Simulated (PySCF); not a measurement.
TlH₃: umbrella–stretch map

These are results of TPSS in PySCF with Tl def2-TZVP with ECP60, H def2-TZVP; scalar-relativistic core potentials, no spin–orbit coupling; density-fitted integrals, not measurements.

Rigid scan from the singlet minimum (Tl–H 1.750 Å (×3); H–Tl–H 120.0° (×3)). Coordinate: rows: all bonds scaled; columns: angle to the threefold axis. Energies in kJ/mol from the minimum.

```
scale \ angle     60     66    72    78    84    90
         0.95  207.3  140.3  86.9  47.4  23.0  14.8
         0.98  185.4  121.3  70.4  33.0  10.0   2.2
         1.00  177.1      ?     ?  29.6     ?   0.0
         1.03  172.3  113.0  66.2     ?  11.3   4.2
         1.07      ?  121.8  78.3  46.7  27.4  20.9
```

Task: Fill in the five missing cells, row by row.

Result: 114.9, 65.7, 7.5, 32.2, 177.5.

The bond scale of lowest energy on the grid is 1.03 at 60°, 1.03 at 66°, 1.00 at 72°, 1.00 at 78°, 1.00 at 84°, 1.00 at 90°.

Spin–orbit coupling, left out here, can matter for elements this heavy.

Other isomers or separated fragments may lie lower.

The scan took 45 s on 2 threads of a shared Arm Neoverse V1 host; the process peaked at 0.75 GiB.
